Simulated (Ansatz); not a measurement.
Program: Ansatz. Geometries: PBE0-D4/def2-TZVP. ΔE: electronic, gas phase. CCSD(T)/CBS is the MP2 limit (def2-TZVPP, def2-QZVPP) plus CCSD(T) − MP2 in def2-TZVPP, frozen cores. Functionals use def2-TZVPP. B3LYP here is the variant with VWN-RPA as its local correlation; programs differ in this. def2 core potentials past Kr. For Br, Sn outer-core shells are correlated without core-valence functions, which leaves a few kJ/mol of doubt a bond. Scalar relativity is left out up to krypton. One conformer a species, not always the lowest.

Reaction (redistribution): `C[SiH](F)C=N` + `[F][SnH]([Br])[Br]` → `C[SiH2]C=N` + `[F][Sn]([F])([Br])[Br]`

Task: Is it downhill or uphill in electronic energy at CCSD(T)/CBS, and by how much? (Estimate.)

Result: Computed: Uphill: ΔE = +100.2 kJ/mol.

Task: What do these levels give: PBE-D4, B3LYP-D4, ωB97M-V, B2PLYP, PBE, B3LYP, HF/def2-TZVPP, SCS-MP2/def2-TZVPP, CCSD/def2-TZVPP, CCSD(T)/def2-TZVPP, HF/def2-QZVPP, MP2/CBS(def2)? (An estimate is asked.)

Result: The calculation gave: PBE-D4 92.1, B3LYP-D4 100.7, ωB97M-V 104.6, B2PLYP 101.7, PBE 92.4, B3LYP 101.2, HF/def2-TZVPP 112.3, SCS-MP2/def2-TZVPP 103.1, CCSD/def2-TZVPP 107.0, CCSD(T)/def2-TZVPP 103.7, HF/def2-QZVPP 109.5, MP2/CBS(def2) 101.4 kJ/mol.

Largest T1 diagnostic among the species: 0.012.

In def2-TZVPP, CCSD(T) changes the Hartree–Fock value by −8.7 kJ/mol (the triples alone add −3.4 kJ/mol) and MP2 by −7.5 kJ/mol. From PBE to PBE0 (25 % exact exchange), in def2-TZVPP and without D4, ΔE moves by +8.8 kJ/mol.
